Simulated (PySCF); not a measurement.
Gas-phase reaction: GaCl3 + 4 H = GaH2Cl + 2 HCl, at 1400 K and a standard pressure of 1 bar. Level: PBE0/def2-SVP†.

Computed with PySCF and rigid-rotor harmonic-oscillator thermochemistry at 1 bar. † marks an energy on the PBE0/def2-TZVP geometry and frequencies. Open shells (unrestricted): H (multiplicity 2); the rest are closed-shell singlets. Ga: all electrons, no relativistic terms. GaH2Cl: computed as isolated molecules; such fragments, hydroxides, amides, oligomers or adducts are transient or little studied in the gas. The harmonic model lacks anharmonicity and excited electronic states, which grow with temperature; levels with a mode under 35 cm⁻¹ are left out.

```
species       E (Ha)  H(1400 K) − E (kJ/mol)  S°(1400 K) (J/mol/K)
-------  -----------  ----------------------  --------------------
GaCl3    -3304.23837                   117.1                 450.0
H           -0.50034                    29.1                 146.9
GaH2Cl   -2385.49309                   125.6                 366.2
HCl       -460.50210                    60.4                 233.4
```
E: electronic energy; H − E holds the zero-point and thermal terms. 1 Ha = 2625.5 kJ/mol.

Problem. Work out ΔH°, ΔS°, ΔG° and log10 K from these numbers.

Solution. 1. ΔE = 1×(-2385.49309) + 2×(-460.50210) − 1×(-3304.23837) − 4×(-0.50034) = -0.25756 Ha = -676.2 kJ.
2. Δ(H − E) = 1×(125.6) + 2×(60.4) − 1×(117.1) − 4×(29.1) = 12.9 kJ, so ΔH° = -663.3 kJ.
3. ΔS° = 1×(366.2) + 2×(233.4) − 1×(450.0) − 4×(146.9) = -204.6 J/K; the number of gas molecules changes by -2.
4. ΔG° = ΔH° − TΔS° = -663.3 − 1400×(-204.6)/1000 = -376.9 kJ.
5. log10 K = −ΔG°/(RT ln 10) = 14.06, with RT ln 10 = 26.80 kJ/mol; at standard pressures the products are favoured.
6. A shift of 10 kJ in ΔE would move log10 K by 0.37 here.
For scale, ΔH°(298 K) is -626 kJ at this level, -669 kJ at ωB97M-V/def2-TZVP†, and runs from -753 to -450 kJ over the 20 levels computed.
